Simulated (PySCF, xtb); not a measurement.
C4H12Si2, SMILES CC[C@@H]1C[SiH2][SiH2]1.

Coordinates come from a B3LYP-D3(BJ)/def2-SVP optimisation. The structure was generated by enumeration; whether it is a known compound was not checked. The values are those of a single conformer.

Method: C-PCM-B3LYP/def2-SVP in PySCF.

The values are the electrostatic part of the solvation free energy, E(continuum) − E(gas) at the gas-phase geometry, in a cavity of scaled van der Waals radii (PySCF's table); cavitation and dispersion terms are not included. In vacuum the orbital gap is 7.39 eV. The dipole moment in vacuum is 0.63 D.

Computed values in water (ε = 78.36), acetonitrile (ε = 35.69), chlorobenzene (ε = 5.70):
| solvent | ε | ΔG(elec) (kcal/mol) | dipole (D) | gap (eV) |
|---|---|---|---|---|
| water | 78.36 | -0.6 | 0.86 | 7.38 |
| acetonitrile | 35.69 | -0.6 | 0.86 | 7.38 |
| chlorobenzene | 5.70 | -0.5 | 0.81 | 7.38 |

For comparison, GFN2-xTB/ALPB(water) (xtb, at the GFN2-xTB geometry, all terms of that model) gives 0.0 kcal/mol.
